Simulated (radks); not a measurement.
The krypton ion Kr4+, configuration [Ar] 3d10 4s2 4p2 (the NIST ground configuration). All-electron calculation, scalar-relativistic Kohn-Sham, PBEsol, spin-polarised, spherical densities, point nucleus; open shells are filled with parallel spins first. Program: a radial shooting solver on a logarithmic mesh with Libxc functionals.

Radial electron density D(r) = 4 pi r^2 rho(r):

```
   r/bohr * D(r) (the largest magnitude, 53.5, reaches the edge; | marks zero)
 0.001585 |*
 0.002064 | *
 0.002688 |  *
 0.003472 |    *
 0.004521 |      *
 0.005839 |          *
 0.007604 |               *
 0.009901 |                     *
  0.01279 |                            *
  0.01665 |                                    *
  0.02169 |                                          *
  0.02801 |                                             *
  0.03648 |                                           *
   0.0475 |                                       *
  0.06135 |                                     *
  0.07989 |                                         *
   0.1032 |                                                  *
   0.1344 |                                                      *
    0.175 |                                              *
    0.226 |                                 *
   0.2943 |                              *
   0.3832 |                                    *
    0.495 |                                   *
   0.6446 |                       *
   0.8394 |          *
    1.084 |     *
    1.412 |   *
    1.824 | *
    2.375 |*
    3.092 *
    3.994 *
    5.201 *
```

D(r) has 3 maxima, at r = 0.0292, 0.130, 0.432 bohr, and minima at 0.0604, 0.274 bohr, inside which lie 2.07, 11.03 electrons.
